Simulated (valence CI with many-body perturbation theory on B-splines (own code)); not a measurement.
Results of a calculation; reference values are marked as such.
## Mo36+ in three bases

Method: relativistic CI+MBPT: four valence electrons over a frozen Dirac-Fock core [He], radial functions for each j: 9 s, 9 p, 8 d, 6 f, 3 g, 1 h, with the one-electron correlation potential Σ1, the two-electron term Σ2, the three-electron term Σ3, Breit, model QED; selected CI, second order for the rest, scaled by the run's own slope (own B-spline code, finite nucleus).

The last digits are not significant, and no measured levels were compared; by estimate large intervals hold to a few tenths of a per cent, small ones and those within an open d or f shell to about a per cent. Among the levels kept, up to 1000 cm⁻¹ of a level comes from second order outside the variational space, and about a tenth of that is noise between levels of different J, which matters for small intervals.

The reference run has the lowest level (2s^2 2p1/2^2) J=0 and an ionisation energy of 5092.80 eV. Its largest variational space holds 25928 state functions.

Levels are named by their leading jj configuration (3d3/2^4 stands for four electrons in 3d with j = 3/2), which in mixed levels can hold well under half, so a name can repeat and another be missing. Letters in brackets count levels of one name in rising energy.

Changed runs:
A. basis 6 s, 6 p, 5 d, 3 f, 1 g
B. basis 5 s, 5 p, 4 d, 2 f

Excitation energies of the reference run in cm⁻¹, and shifts in cm⁻¹:

| Level | Reference | A | B |
| --- | --- | --- | --- |
| (2s^2 2p1/2 2p3/2) J=1 | 834728 | -43 | -178 |
| (2s^2 2p1/2 2p3/2) J=2 | 934281 | +66 | +127 |
| (2s^2 2p3/2^2) J=2 | 1839140 | +33 | +22 |
| (2s 2p1/2^2 2p3/2) J=2 | 1853330 | -132 | -447 |
| (2s^2 2p3/2^2) J=0 | 2073380 | +93 | +314 |
| (2s 2p1/2^2 2p3/2) J=1 | 2243890 | +78 | +273 |
| (2s 2p1/2 2p3/2^2) J=2 [a] | 2674330 | -80 | -284 |
| (2s 2p1/2 2p3/2^2) J=3 | 2869980 | +62 | +87 |
| (2s 2p1/2 2p3/2^2) J=0 | 3078970 | +42 | +196 |
| (2s 2p1/2 2p3/2^2) J=1 [a] | 3151850 | +57 | +187 |
| (2s 2p1/2 2p3/2^2) J=2 [b] | 3228730 | +154 | +446 |
| (2s 2p1/2 2p3/2^2) J=1 [b] | 3282190 | +128 | +429 |
| Ionisation energy (eV) | 5092.80 | -0.019 | -0.09 |
